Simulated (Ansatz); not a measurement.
`C[CH2][Al]([F])[Br]` + HCl → `[F][Al]([Cl])[Br]` + `CC` at 500 K and 1 bar (ligand exchange at the Al–C bond).

Program: Ansatz. Geometries: PBE0-D4/def2-TZVP. ΔE: electronic, gas phase. CBS: MP2 limit from def2 TZ/QZ plus the TZ coupled-cluster correction, frozen cores. This one scheme is used for every species. For Br outer-core shells are correlated without core-valence functions, which leaves a few kJ/mol of doubt a bond. Scalar relativity is left out up to krypton. One conformer a species, not always the lowest.

| species | CCSD(T)/CBS energy (Eh) | H − E (kJ/mol) | S (J/(mol·K)) |
| --- | --- | --- | --- |
| `C[CH2][Al]([F])[Br]` | -2994.40172 | 226.7 | 438.2 |
| HCl | -460.38127 | 32.5 | 201.9 |
| `[F][Al]([Cl])[Br]` | -3375.12363 | 45.2 | 366.4 |
| `CC` | -79.71954 | 220.5 | 259.9 |

H − E and S are ideal-gas, rigid-rotor, harmonic terms from PBE0-D4/def2-TZVP, for one conformer and one mirror image of each species. 1 Eh = 2625.50 kJ/mol, R = 8.31446 J/(mol·K).

Problem. By hand: ΔE, ΔH, ΔS and ΔG.

Solution. ΔE = (-3375.12363) + (-79.71954) − (-2994.40172) − (-460.38127) = -0.06018 Eh = -158.0 kJ/mol. Δ(H − E) = 45.2 + 220.5 − 226.7 − 32.5 = 6.5, so ΔH = -151.5 kJ/mol. ΔS = 366.4 + 259.9 − 438.2 − 201.9 = -13.8 J/(mol·K). ΔG = -151.5 − 500 × (-13.8)/1000 = -144.6 kJ/mol.

Problem. By hand: the equilibrium constant, and the temperature at which ΔG would vanish if ΔH and ΔS stayed fixed.

Solution. log₁₀ K = −ΔG/(RT ln 10) = 15.1. ΔG = 0 at ΔH/ΔS = 10978 K, far beyond where these terms or the molecules hold.

The number of gas molecules stays the same, so ΔS is small and ΔH decides. A doubt of 5 kJ/mol in ΔE shifts log₁₀ K by 0.5 here. Other conformers and mirror images would add mixing entropy, several J/(mol·K) or more a flexible species. Modes under 60 cm⁻¹, often nearly free rotors, make the harmonic entropy too high. These are equilibria of isolated gas molecules and say nothing of rates. Largest T1 diagnostic: 0.009 (customary marks: 0.02 for closed shells, 0.045 for open ones).
